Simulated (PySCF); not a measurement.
Compound: C₆H₁₂P₂.
Structure used (PBE0-D3(BJ)/def2-SVP), in Å, numbered top down from 1:
```xyz
20
C6H12P2 angstrom
C      2.4237    1.9760    1.7305
C      1.8963    1.6602    0.6796
P      1.1449    1.3449   -0.8907
P      2.3741   -0.4635   -1.4026
C     -0.4822    0.5251   -0.3523
C     -0.3107   -0.5381    0.7249
C     -1.3695    1.6621    0.1573
C     -1.0791   -0.0837   -1.6218
H      2.8905    2.2493    2.6594
H      2.1947   -0.3127   -2.8144
H      3.5841    0.2941   -1.4098
H     -1.2926   -0.9714    0.9802
H      0.1231   -0.1114    1.6413
H      0.3429   -1.3571    0.3881
H     -1.5158    2.4393   -0.6090
H     -2.3609    1.2660    0.4343
H     -0.9358    2.1376    1.0505
H     -0.4733   -0.9258   -1.9945
H     -1.1702    0.6608   -2.4289
H     -2.0874   -0.4754   -1.4096
```

Method: PySCF 2.14.0, density-fitted response routines, TDDFT CAM-B3LYP/def2-SVPD, vertical, gas phase, core orbitals frozen in the response.

Frontier orbitals with the atoms that hold most of them (Löwdin shares over 4%, at most four atoms; ? is withheld):

| orbital | ε (eV) | atoms |
| --- | --- | --- |
| LUMO+2 | 1.15 | C1 17%, C2 14%, P3 10%, P4 9% |
| LUMO+1 | 1.08 | P3 18%, C1 17%, C2 14%, P4 10% |
| LUMO | 0.50 | ? |
| HOMO | -7.60 | ? |
| HOMO-1 | -9.09 | C1 22%, C2 22%, P4 14%, P3 14% |
| HOMO-2 | -9.56 | P4 31%, C2 24%, C1 23%, H10 7% |
| HOMO-3 | -10.41 | C2 24%, C1 19%, P3 15%, C5 8% |

(1) Which atoms hold the HOMO, and with what shares?

(2) Give the leading atoms of the LUMO.

(3) The HOMO–LUMO gap is 8.10 eV. Where does the response calculation put the lowest singlet, and from which orbitals?

Answers

(1) P3 (bonded to 2 C and P) 39%; P4 (bonded to P and 2 H) 25%; C2 (bonded to C and P) 10%; C1 (bonded to C and H) 9%. By element: phosphorus 64%, carbon 20% or more.

(2) P4 (bonded to P and 2 H) 30%; P3 (bonded to 2 C and P) 21%; C2 (bonded to C and P) 15%; C1 (bonded to C and H) 14%. By element: phosphorus 52%, carbon 29% or more.

(3) S1 is at 4.86 eV (f = 0.072), 3.24 eV below the gap, made of HOMO→LUMO (82%). Without the coupling terms of the response equations the lowest excitation would equal the gap.

Next come S2 at 5.47 eV (f 0.056), HOMO→LUMO+1 (42%), HOMO→LUMO+2 (31%); S3 at 5.85 eV (f 0.049), HOMO→LUMO+1 (34%), HOMO→LUMO+2 (21%), HOMO→LUMO+3 (19%); S4 at 5.98 eV (f 0.0065), HOMO→LUMO+3 (65%), HOMO→LUMO+2 (11%); S5 at 6.16 eV (f 0.070), HOMO-1→LUMO (38%), HOMO-1→LUMO+1 (13%).

One conformer stands for the species.
